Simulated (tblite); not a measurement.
C7H11O (doublet state).
Cartesian coordinates in Å at the GFN2-xTB level; atoms count from 1:
```xyz
19
C7H11O angstrom
C     -1.6913   -1.3924    0.5724
C     -0.9610   -0.8678   -0.5767
C     -0.2658    0.5277   -0.3111
C     -1.3056    1.5616    0.1085
C      0.7957    0.3781    0.7191
C      2.0523   -0.0444    0.5259
C      2.6399   -0.4079   -0.7532
O      3.7396   -0.8914   -0.8875
H     -1.1605   -1.8239    1.3995
H     -2.7545   -1.2815    0.6538
H     -0.1550   -1.5497   -0.8658
H     -1.6321   -0.7239   -1.4254
H      0.1739    0.8304   -1.2651
H     -2.0797    1.6535   -0.6498
H     -1.7752    1.2720    1.0459
H     -0.8363    2.5347    0.2385
H      0.4807    0.5976    1.7321
H      2.7198   -0.1488    1.3711
H      2.0052   -0.2146   -1.6397
```

Calculated harmonic vibrations of the isolated species, GFN2-xTB (tblite), most abundant isotopes, no scaling. Errors from tens to a few hundred cm⁻¹ against measured bands are possible. One conformer, not necessarily the lowest. Open shells enter through the occupations alone, without spin polarisation, and single modes of such species can be off by tens of per cent.

Harmonic wavenumbers (cm⁻¹): 29.7, 98.1, 123.6, 148.6, 161.2, 203.2, 231.5, 276.0, 322.1, 373.7, 448.2, 477.3, 589.3, 673.4, 766.7, 797.5, 842.2, 913.8, 922.7, 956.7, 1015.1, 1023.8, 1062.2, 1095.0, 1131.0, 1157.1, 1212.5, 1234.6, 1249.1, 1292.9, 1299.5, 1360.2, 1397.9, 1401.2, 1410.6, 1468.1, 1494.6, 1499.7, 1642.1, 1719.9, 2763.1, 2929.3, 2948.8, 2978.3, 3032.6, 3035.0, 3041.7, 3046.4, 3072.3, 3134.0, 3175.8.

A = 3670, B = 1058, C = 955.9 MHz; mass 111.081 u (most abundant isotopes); point group C1, symmetry number 1; spin multiplicity 2.

**Question.** Zero-point energy?

**Answer.** ½Σν̃ = 34340 cm⁻¹ = 98.18 kcal/mol.

**Question.** What is S at 298.15 K and 1 bar for an ideal gas of classical rigid rotors and harmonic oscillators?

**Answer.** Translation 40.06, rotation 28.85, vibration 29.52, spin (R ln 2) 1.38: S = 99.8 cal/(mol K).

**Question.** And Cp and H(298.15 K) − H(0)?

**Answer.** Cp = 37.44 cal/(mol K), of which vibrations give 29.49 (their classical limit is 51 R = 101.3); H(298.15 K) − H(0) = 6.94 kcal/mol without the zero-point energy, 4.57 from vibrations.

**Question.** Which modes carry the vibrational entropy at 298.15 K?

**Answer.** 29.7 cm⁻¹: 5.85; 98.1 cm⁻¹: 3.49; 123.6 cm⁻¹: 3.04; 148.6 cm⁻¹: 2.69; 161.2 cm⁻¹: 2.54; 203.2 cm⁻¹: 2.10 cal/(mol K); the other 45 give 9.81 together.

**Question.** What must be added to the electronic energy to get the Gibbs energy at 298.15 K and 1 bar?

**Answer.** ZPE + [H(298.15 K) − H(0)] − T·S = 98.18 + 6.94 − 29.76 = 75.36 kcal/mol.

**Question.** Blend soft modes into free rotors: weight 1/[1 + (100 cm⁻¹/ν̃)⁴] for the oscillator and the rest for a rotor with moment μB/(μ + B), μ = h/(8π²ν), B = 10⁻⁴⁴ kg m². What vibrational entropy results?

**Answer.** 27.27 cal/(mol K) in place of 29.52, which changes −T·S at 298.15 K by +0.67 kcal/mol.

Hindered rotation and anharmonicity are outside this model. Other conformers, if any are populated, would add a mixing term that is left out. The structure is chiral; the term R ln 2 for an equal mix with its mirror image is left out.
